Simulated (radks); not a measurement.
Problem. Lu IV, configuration [Xe] 4f14. Method: Dirac Kohn-Sham, exchange-only LDA, spin-unpolarised, spherical densities, finite nucleus; Fermi nuclear charge, rms radius 5.37 fm; computed with a radial shooting solver on a logarithmic mesh with Libxc functionals. Some entries of the table are withheld. Estimate them.

| orbital | occ. | eigenvalue (hartree) | <r> (bohr) |
|---|---|---|---|
| 1s1/2 | 2 | -2319.342 | (1) |
| 2s1/2 | 2 | -395.3760 | 0.08130 |
| 2p1/2 | 2 | (2) | (3) |
| 2p3/2 | 4 | (4) | (5) |
| 3s1/2 | 2 | -90.27742 | 0.2124 |
| 3p1/2 | 2 | -82.38514 | 0.2021 |
| 3p3/2 | 4 | -73.63932 | 0.2164 |
| 3d3/2 | 4 | (6) | 0.1899 |
| 3d5/2 | 6 | (7) | 0.1943 |
| 4s1/2 | 2 | -18.67755 | 0.4782 |
| 4p1/2 | 2 | -15.46246 | 0.4852 |
| 4p3/2 | 4 | -13.46502 | 0.5182 |
| 4d3/2 | 4 | -8.16276 | 0.5413 |
| 4d5/2 | 6 | -7.79821 | 0.5530 |
| 5s1/2 | 2 | -3.16437 | 1.168 |
| 5p1/2 | 2 | -2.26628 | 1.301 |
| 5p3/2 | 4 | -2.00498 | 1.407 |
| 4f5/2 | 6 | -1.30613 | 0.7107 |
| 4f7/2 | 8 | -1.24996 | 0.7252 |

Solution. 
(1) 1s1/2 <r> (bohr): 0.01934
(2) 2p1/2 eigenvalue (hartree): -377.6131
(3) 2p1/2 <r> (bohr): 0.06743
(4) 2p3/2 eigenvalue (hartree): -336.5942
(5) 2p3/2 <r> (bohr): 0.07504
(6) 3d3/2 eigenvalue (hartree): -60.16604
(7) 3d5/2 eigenvalue (hartree): -58.25476
